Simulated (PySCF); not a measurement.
SMILES c1cncc(-c2nccs2)c1 (C₈H₆N₂S), singlet (GFN2-xTB optimised geometry):

```
17

C      0.927    -2.944     0.001
C      2.304    -2.763     0.001
N      2.878    -1.571     0.001
C      2.106    -0.504     0.000
C      0.710    -0.561     0.000
C     -0.108     0.627     0.000
N     -1.399     0.627     0.000
C     -1.914     1.870     0.000
C     -1.000     2.879    -0.001
S      0.594     2.244     0.000
C      0.115    -1.827     0.001
H      0.504    -3.937     0.001
H      2.982    -3.606     0.001
H      2.619     0.450     0.000
H     -2.982     1.994     0.000
H     -1.166     3.937    -0.001
H     -0.961    -1.902     0.001
```

Calculation: B3LYP/def2-SVP (PySCF 2.14.0).

### Question
What are the frontier orbital energies and the dipole moment?

### Answer
HOMO-2 -7.71 eV, HOMO-1 -7.07 eV, HOMO -6.46 eV, LUMO -1.84 eV, LUMO+1 -0.85 eV; dipole moment 1.58 D.

Meta-Löwdin charges at B3LYP/def2-SVP: C1 -0.12, C2 0.02, N3 -0.24, C4 0.01, C5 -0.02, C6 0.03, N7 -0.26, C8 -0.02, C9 -0.25, S10 0.23, C11 -0.06, H12 0.11, H13 0.11, H14 0.10, H15 0.12, H16 0.13, H17 0.12.
